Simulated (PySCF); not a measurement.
Input file for PySCF: R-BP86/LANL2DZ on BrH3Si (SMILES [SiH3]Br), a point of a bond scan (R = 1.180 Å).

```python
from pyscf import gto, scf, dft, mp
from pyscf.data.elements import chemcore

mol = gto.M(
    atom='''
    Si   -1.47702999    0.04480750    0.01784857
    Br    0.75715839   -0.02296932   -0.00914958
    H    -1.81794237    1.14708074   -0.23151029
    H    -1.93688049   -0.34876160    1.36352309
    H    -1.98207285   -0.89726625   -0.99931798
    ''',
    basis='lanl2dz',
    ecp={'Br': 'lanl2dz', 'Si': 'lanl2dz'},
    charge=0, spin=0, verbose=3, max_memory=1800)
mf = dft.RKS(mol, xc='b88,p86')
mf.conv_tol = 1e-8
mf.max_cycle = 100
mf.kernel()
if not mf.converged:
    mf = mf.newton().run(mf.mo_coeff, mf.mo_occ)
```

The log:

```
converged SCF energy = -18.8559780373473
```

Self-consistency was reached.

Cost: roughly 2.8 core-seconds.
